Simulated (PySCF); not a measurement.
Neon: a sound run and one with changed settings

Sound run: Ne⁺ [He] 2s2 2p5, Ne²⁺ [He] 2s2 2p4. Calculation: PySCF 2.14, in x2c-SVPall; the spin-free X2C one-electron Hamiltonian (Gaussian nucleus). In the sound run the correlated levels freeze 1s2. The sound run starts from symmetry-adapted Hartree-Fock orbitals and uses a fine grid where one is needed.

Changed run: basis STO-3G, all-electron and non-relativistic. This setting is unsound on purpose.

```json
{"species": "Ne⁺", "method": "UHF", "sound run (hartree)": "-127.78475", "changed run (hartree)": "-126.06147", "converged": "yes"}
{"species": "Ne⁺", "method": "LDA", "sound run (hartree)": "-127.38452", "changed run (hartree)": "-125.56721", "converged": "yes"}
{"species": "Ne⁺", "method": "B3LYP", "sound run (hartree)": "-128.15317", "changed run (hartree)": "-126.34172", "converged": "yes"}
{"species": "Ne⁺", "method": "MP2", "sound run (hartree)": "-127.91498", "changed run (hartree)": "-126.06147", "converged": "yes"}
{"species": "Ne²⁺", "method": "UHF", "sound run (hartree)": "-126.33219", "changed run (hartree)": "-124.57400", "converged": "yes"}
{"species": "Ne²⁺", "method": "LDA", "sound run (hartree)": "-125.85349", "changed run (hartree)": "-124.03297", "converged": "yes"}
{"species": "Ne²⁺", "method": "B3LYP", "sound run (hartree)": "-126.62769", "changed run (hartree)": "-124.79969", "converged": "yes"}
{"species": "Ne²⁺", "method": "MP2", "sound run (hartree)": "-126.42149", "changed run (hartree)": "-124.57400", "converged": "yes"}
```

Ionisation energy of Ne⁺:

```csv
method,sound run (eV),changed run (eV)
UHF,39.526,40.476
LDA,41.662,41.749
B3LYP,41.510,41.961
MP2,40.640,40.476
SCS-MP2,40.586,40.476
```

A minimal basis cannot let orbitals breathe on ionisation and holds almost no correlation. The Hamiltonian changed with the basis, so the totals do not compare.

For comparison, NIST gives 40.963 eV between the lowest levels.
